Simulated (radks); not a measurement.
Q: Valence configurations of neutral lead. All-electron calculation, Dirac Kohn-Sham, PBEsol, spin-unpolarised, spherical densities, point nucleus; open shells fill j = l - 1/2 first. Program: a radial shooting solver on a logarithmic mesh with Libxc functionals. Order these by energy: [Xe] 4f11 5d9 6s2 6p6; [Xe] 4f13 5d10 6s2 6p3; [Xe] 4f12 5d10 6s2 6p4; [Xe] 4f14 5d8 6s2 6p4; [Xe] 4f12 5d9 6s2 6p5; [Hg] 6p2; [Xe] 4f14 5d9.5 6s2 6p2.5; [Xe] 4f14 5d10 6s1 6p3; [Xe] 4f10 5d10 6s2 6p6; [Xe] 4f11 5d10 6s2 6p5.

A: From the lowest, in eV above it: [Hg] 6p2 0.000; [Xe] 4f14 5d9.5 6s2 6p2.5 8.630; [Xe] 4f14 5d10 6s1 6p3 8.919; [Xe] 4f14 5d8 6s2 6p4 39.566; [Xe] 4f13 5d10 6s2 6p3 135.59; [Xe] 4f12 5d10 6s2 6p4 289.74; [Xe] 4f12 5d9 6s2 6p5 318.14; [Xe] 4f11 5d10 6s2 6p5 463.11; [Xe] 4f11 5d9 6s2 6p6 496.97; [Xe] 4f10 5d10 6s2 6p6 656.33. NIST lists [Hg] 6p2 as the ground configuration; this level of theory agrees among the configurations tried. The energies are those of spherical spin-averaged densities, not of single terms.
